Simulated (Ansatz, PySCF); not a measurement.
This PySCF input computes a BLYP/def2-TZVPD energy:

```python
from pyscf import gto, scf, dft

mol = gto.M(
    atom='''
    Si   -0.57094198    0.00991701    0.60583621
    F    -1.12171734   -1.20912240   -0.38883768
    F    -1.04384326    1.28641517   -0.35629868
    Cl    1.61666077   -0.04908666   -0.10443998
    ''',
    basis='def2-tzvpd',
    charge=-1,
    spin=0,
    verbose=4,
)

mf = dft.RKS(mol, xc='blyp').density_fit(auxbasis='def2-universal-jkfit')
mf.grids.level = 3
mf.conv_tol = 1e-9
mf.max_cycle = 100
mf.max_memory = 1500
mf.kernel()
if not mf.converged:
    mf = mf.newton()
    mf.kernel(mf.make_rdm1())
mf.analyze()
```

### Question
Write an input for the same energy in Ansatz (a first-principles code) and say what it gives.

### Answer

Ansatz 0.2 input:
```yaml
crystal:
  periodic: [false, false, false]
  atoms:
    - {symbol: Si, position_ang: [-0.57094198, 0.00991701, 0.60583621]}
    - {symbol: F, position_ang: [-1.12171734, -1.20912240, -0.38883768]}
    - {symbol: F, position_ang: [-1.04384326, 1.28641517, -0.35629868]}
    - {symbol: Cl, position_ang: [1.61666077, -0.04908666, -0.10443998]}
basis:
  gaussian:
    orbitals: def2-TZVPD
hamiltonian:
  xc: {name: BLYP}
total_charge: -1
output: {forces: true}
```
It gives -949.71326 Eh, and PySCF -949.71334 Eh, a difference of 0.08 mEh, from the treatment of integrals and grids.

It need not be the lowest isomer of its formula. Whether it binds its extra electron was not tested at this geometry.
